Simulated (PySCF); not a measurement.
## Ionisation energy of Sn by level of theory

Sn [Kr] 4d10 5s2 5p2 (3P) → Sn⁺ [Kr] 4d10 5s2 5p1 (2P), as a difference of total energies. All numbers are calculated (PySCF 2.14, scalar relativity through the core potential, in aug-cc-pVTZ-PP with one added diffuse shell each of d, f type with ECP28MDF (6s5p5d3f, 67 functions)). Correlated levels: valence: 4s2 4p6 4d10 frozen. The calculations carry no spin-orbit coupling.

Problem. Order these methods by the ionisation energy they give, lowest first.
A. CCSD(T) (valence)
B. UHF
C. MP2 (valence)
D. CCSD (valence)

Solution. B (6.851 eV), C (7.158 eV), D (7.188 eV), A (7.215 eV).

Errors of the correlated levels include the incompleteness of this basis and the frozen core.

For comparison: 7.389 eV (measured; NIST levels, between the centres of gravity of the two terms).
